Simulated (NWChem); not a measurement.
All runs are NWChem calculations. System: HB, charge 0, spin multiplicity 1, at a geometry optimised with PBE/def2-SVP. The structure started from a generated list of species. Level: G0W0@PBE/def2-QZVP, RI basis def2-qzvp-rifit.

Output (cleaned and shortened):

```
             Northwest Computational Chemistry Package (NWChem) 7.3.0
             --------------------------------------------------------

                                NWChem Input Module
                                -------------------

 Scaling coordinates for geometry "geometry" by  1.889725989
 (inverse scale =  0.529177249)

 Turning off AUTOSYM since
 SYMMETRY directive was detected!

                             Geometry "geometry" -> ""
                             -------------------------

 Output coordinates in angstroms (scale by  1.889725989 to convert to a.u.)

  No.       Tag          Charge          X              Y              Z
 ---- ---------------- ---------- -------------- -------------- --------------
    1 B                    5.0000     0.00000000     0.00000000     0.21110400
    2 H                    1.0000     0.00000000     0.00000000    -1.05552000

 Effective nuclear repulsion energy (a.u.)       2.0889279257

            Nuclear Dipole moment (a.u.)
            ----------------------------
        X                 Y               Z
 ---------------- ---------------- ----------------
     0.0000000000     0.0000000000     0.0000000000

      Symmetry information
      --------------------

 Group name             C2v
 Group number             16
 Group order               4
 No. of unique centers     2

      Symmetry unique atoms

     1    2


 Summary of "ao basis" -> "" (spherical)
 ------------------------------------------------------------------------------
       Tag                 Description            Shells   Functions and Types
 ---------------- ------------------------------  ------  ---------------------
 *                         def2-qzvp                  on all atoms

 new library libraries.bse/

 Summary of "ri basis" -> "" (spherical)
 ------------------------------------------------------------------------------
       Tag                 Description            Shells   Functions and Types
 ---------------- ------------------------------  ------  ---------------------
 *                      def2-qzvp-rifit               on all atoms

  pbe96 is a nonlocal functional; adding pw91lda local functional.

                                 NWChem DFT Module
                                 -----------------

 Summary of "ao basis" -> "ao basis" (spherical)
 ------------------------------------------------------------------------------
       Tag                 Description            Shells   Functions and Types
[...]
   Bfn.  Coefficient  Atom+Function         Bfn.  Coefficient  Atom+Function
  ----- ------------  ---------------      ----- ------------  ---------------
    61      2.086389  2 H  s                  6     -1.182578  1 B  s
    16      0.939259  1 B  pz                 7     -0.633509  1 B  s
    60      0.248819  2 H  s                 13      0.224111  1 B  pz
    10      0.171620  1 B  pz                70      0.155551  2 H  pz
    32     -0.148944  1 B  d  0              59      0.104794  2 H  s

 center of mass
 --------------
 x =   0.00000000 y =   0.00000000 z =   0.19819019

 moments of inertia (a.u.)
 ------------------
           5.289777256733           0.000000000000           0.000000000000
           0.000000000000           5.289777256733           0.000000000000
           0.000000000000           0.000000000000           0.000000000000

     Multipole analysis of the density
     ---------------------------------

     L   x y z        total         alpha         beta         nuclear
     -   - - -        -----         -----         ----         -------
     0   0 0 0     -0.000000     -3.000000     -3.000000      6.000000

     1   1 0 0     -0.000000     -0.000000     -0.000000      0.000000
     1   0 1 0     -0.000000     -0.000000     -0.000000      0.000000
     1   0 0 1     -0.558422     -0.279211     -0.279211      0.000000

     2   2 0 0     -5.046760     -2.523380     -2.523380      0.000000
     2   1 1 0      0.000000      0.000000      0.000000      0.000000
     2   1 0 1     -0.000000     -0.000000     -0.000000      0.000000
     2   0 2 0     -5.046760     -2.523380     -2.523380      0.000000
     2   0 1 1     -0.000000     -0.000000     -0.000000      0.000000
     2   0 0 2     -7.807828     -6.291076     -6.291076      4.774324

 Task  times  cpu:        4.4s     wall:        4.4s

                                NWChem Input Module
                                -------------------

                                 NWChem GW Module
                                 ----------------

                             ***********************
                             ***        GW       ***
                             ***********************

 Summary of "ri basis" -> "ri basis" (spherical)
 ------------------------------------------------------------------------------
       Tag                 Description            Shells   Functions and Types
 ---------------- ------------------------------  ------  ---------------------
 B                      def2-qzvp-rifit             33      141   9s8p7d5f3g1h
 H                      def2-qzvp-rifit             16       56   6s4p3d2f1g

                 Memory Information
                 ------------------
          Available GA per process is          1699.9 MBs
          Available stack per process is        700.0 MBs
          Available heap per process is           0.0 MBs

          Peak memory in Initialization
              Peak GA per process is                  1.1 MBs
              Peak stack per process is               0.1 MBs
              Peak heap per process is                1.2 MBs
              Memory not in MA per process            0.0 MBs

          Peak memory in AFF Calculation
              Peak GA per process is                  1.5 MBs
              Peak stack per process is               0.5 MBs
              Peak heap per process is                0.0 MBs
              Memory not in MA per process            0.5 MBs

          Computing 2-center integrals
          Computing Inverse Cholesky factor
          Computing 3-center integrals
          Computing V_xc ...

          Computing Sigma_x
          Computing RPA polarizability
          Solving quasiparticle equations

                  Alpha Orbitals
          State     Energy (eV)     Error (eV)
          -----------------------------------
@GW         1       -189.625           0.000
@GW         2        -15.599           0.004
@GW         3         -9.305           0.003
@GW         4         -0.191           0.002
@GW         5         -0.191           0.002

   Applying   3.3030 eV scissor-shift to rest of hole states

     GW Timing Statistics
   ------------------------
   Init.   :          0.1s
     ERIs  :          0.2s
     Distr.:          0.0s
     Vxc   :          0.0s
   Sigma_x :          0.0s
   RPA     :          0.0s
   Wmn     :          0.0s
   Sigma_c :          0.0s
   GW total:          0.4s

 Task  times  cpu:        0.4s     wall:        0.4s

 Total times  cpu:        4.9s     wall:        4.9s
```

**Question.** Write an NWChem input that would produce this output.

**Answer.** One answer among several that fit: 
```
start mol
memory heap 200 mb stack 700 mb global 1700 mb
geometry units angstroms nocenter noautoz
  B      0.000000     0.000000     0.211104
  H      0.000000     0.000000    -1.055520
  symmetry group C2v
end
basis spherical
  * library def2-qzvp
end
basis "ri basis" bse spherical
  * library def2-qzvp-rifit
end
dft
  xc xpbe96 cpbe96
  iterations 100
  direct
  tolerances tight
end
task dft energy
gw
  states alpha occ 4 vir 2
end
task dft gw
```
